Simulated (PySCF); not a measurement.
Compound: C7H9O (doublet state).
Cartesian coordinates in Å at the GFN2-xTB level; atoms count from 1:
```
atom  x, y, z in Å
O1     3.157   -0.773   -0.713
C2     2.458    0.211   -0.531
C3     1.069    0.182   -0.175
C4     0.343    1.366    0.016
C5    -0.968    1.358    0.380
C6    -1.726    0.089    0.543
C7    -1.097   -1.032   -0.284
C8     0.394   -1.134    0.023
H9     2.883    1.228   -0.639
H10    0.858    2.308   -0.117
H11   -1.487    2.285    0.575
H12   -1.718   -0.190    1.604
H13   -2.771    0.236    0.261
H14   -1.592   -1.981   -0.073
H15   -1.228   -0.809   -1.345
H16    0.535   -1.446    1.065
H17    0.883   -1.885   -0.601
```

The hyperfine couplings belong to this conformer and change with its torsions.

The species is `O=CC1=C[CH]CCC1` [radical].

Method used: UKS B3LYP, pcH-1 on C H O, non-relativistic, mean-field spin-orbit, GIAO (PySCF). Geometry: GFN2-xTB, one conformer, isolated molecule. Couplings are sensitive to structure, and on GFN2-xTB geometries they can be far from those on DFT ones. Stability of the SCF solution: not tested. ⟨S²⟩ is 0.775 where a pure state has 0.75.

Question: Break the g tensor into its mass correction, gauge correction and orbital-Zeeman/spin–orbit terms.

Answer: 
| Δg (ppm) | 1 | 2 | 3 |
| --- | --- | --- | --- |
| relativistic mass correction | -180 | -180 | -180 |
| gauge correction | -12 | 32 | 27 |
| orbital Zeeman/spin–orbit | 32 | 1660 | 4067 |
| total | -161 | 1511 | 3914 |

So g = 2.00216, 2.00383, 2.00623 and g_iso = 2.00407; the tensor is rhombic: the two nearest values differ by 41 % of g3 − g1. Axes: g2 points within 12° of the C5–C6 bond and g3 points within 12° of the O1–C2 bond.

Question: Average each term over the three axes. Which is largest in size?

Answer: The orbital-Zeeman/spin–orbit term 1920, the mass correction -180 and the gauge correction 15 ppm, for a total of 1755 ppm. The orbital-Zeeman/spin–orbit term is the largest in size. The mass correction is the same along every axis, so the anisotropy comes from the other two: their spans along these axes are 44 (gauge) and 4036 ppm (orbital Zeeman/spin–orbit).

Question: At 9.476 GHz, how far is the centre of the isotropic spectrum from where a free electron (g = 2.002319) resonates?

Answer: B = hν/(g μB) with μB/h = 13.99624 MHz/mT gives 338.13 mT for the free electron and 337.83 mT at g_iso, 0.30 mT lower.

Question: What are the electron Larmor frequencies g μB B/h along the three axes at 340 mT?

Answer: 9.5277, 9.5357, 9.5471 GHz for g1, g2 and g3, a range of 19.4 MHz.

Question: In a frozen sample, at which fields do the three g values resonate at 9.5, 34, 94 and 263 GHz (hyperfine left aside), and which band first spreads them over more than twice a line width of 0.5 mT?

Answer: 
```
band    GHz  B(g3) mT  B(g2) mT  B(g1) mT  spread mT
   X    9.5    338.32    338.73    339.01       0.69
   Q   34.0   1210.84   1212.29   1213.30       2.46
   W   94.0   3347.61   3351.62   3354.42       6.81
   J  263.0   9366.19   9377.42   9385.25      19.06
```

The spread grows in proportion to the frequency. Q band is the first where it exceeds 1.0 mT.

The Mulliken spin populations are largest on C3 (+0.54), C5 (+0.52), O1 (+0.23) and C4 (-0.21). Three atoms exceed +0.15. The positive populations add up to 1.38 and the negative ones to -0.38, together 2S = 1. The angles at C3 add up to 360.0°, so it is planar.

The HOMO–LUMO gaps are 5.18 eV among the α and 3.58 eV among the β orbitals.
